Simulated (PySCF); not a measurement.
Os⁵⁵⁺ (osmium, charge +55): UHF calculation

Configuration: [Ar] 3d3, high-spin 4F determinant. Calculation: PySCF 2.14, in an uncontracted even-tempered set (17 s from 14 bohr⁻², ratio 2.5; 12 p from 18 bohr⁻², ratio 2.5; 7 d from 18 bohr⁻², ratio 2.5; 4 f from 65 bohr⁻², ratio 2.7; 3 g from 97 bohr⁻², ratio 2.7); the spin-free X2C one-electron Hamiltonian (Gaussian nucleus).

| Property | Result |
| --- | --- |
| Total energy | -14346.719200 hartree |
| One-electron energy | -16043.6902 hartree |
| Hartree (Coulomb) energy | 1903.0407 hartree |
| Exchange energy | -206.0697 hartree |
| ⟨S²⟩ | 3.7501 |
| ⟨L²⟩ | 12.001 |
| Sum of ⟨r⟩ | 2.518 bohr |
| Sum of ⟨r²⟩ | 0.4432 bohr² |

| shell | electrons | mean orbital energy (hartree) | rms radius, mean of both spins (bohr) |
| --- | --- | --- | --- |
| 1s α | 1 | -2868.25446 | 0.0200 |
| 1s β | 1 | -2868.23250 | 0.0200 |
| 2s α | 1 | -616.10715 | 0.0803 |
| 2s β | 1 | -615.03464 | 0.0803 |
| 2p α | 3 | -555.89366 | 0.0731 |
| 2p β | 3 | -554.79243 | 0.0731 |
| 3s α | 1 | -233.90489 | 0.196 |
| 3s β | 1 | -232.67789 | 0.196 |
| 3p α | 3 | -215.59548 | 0.196 |
| 3p β | 3 | -214.08370 | 0.196 |
| 3d α | 3 | -198.14696 | 0.174 |

Spin-orbit coupling is strong in this species (close to jj coupling), so the high-spin LS determinant is a model state, not a physical level.

Densities and radii are taken from the X2C orbitals without a picture-change correction, which distorts them close to the nucleus.

Spin-orbit constants ζ (cm⁻¹) from the X2C one-electron operator on these orbitals: bare nucleus, nucleus screened by l(l+1)(2l+1)/3 electrons, and screened by the Breit-Pauli mean field of the electrons.

```
shell     bare  screened nucleus  mean field
   2p  7787000           7582000     7509000
   3p  1950000           1899000     1883000
   3d   314900            273500      271400
```

To first order the Landé constant is A = 90450 cm⁻¹, so the lowest level has J = 3/2 and lies 67.3 eV below the centre of the term. This holds in LS coupling only, and this species is close to jj coupling.
